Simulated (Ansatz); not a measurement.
C₂H₈AlGa (`[AlH2][CH2][CH2][GaH2]`). Total charge 0; spin multiplicity 1.

```xyz
12

Al    0.072    1.046    2.166
C    -0.407   -0.099    0.647
C     0.400    0.112   -0.640
Ga   -0.066   -1.054   -2.171
H    -0.711    0.927    3.548
H     1.252    2.107    2.028
H    -1.482    0.030    0.460
H    -0.336   -1.143    0.985
H     1.475   -0.017   -0.461
H     0.320    1.148   -0.993
H    -1.187   -2.151   -2.010
H     0.671   -0.906   -3.558
```

Problem. List the harmonic frequencies (cm⁻¹, unscaled) at PBE0-D4/def2-TZVP in Ansatz. (An estimate is asked.)

Solution. Ansatz gave: 8i, 70, 72, 118, 178, 411, 425, 457, 492, 597, 638, 662, 722, 752, 792, 1024, 1026, 1107, 1221, 1285, 1420, 1433, 1897, 1904, 1936, 1938, 3009, 3024, 3037, 3060.
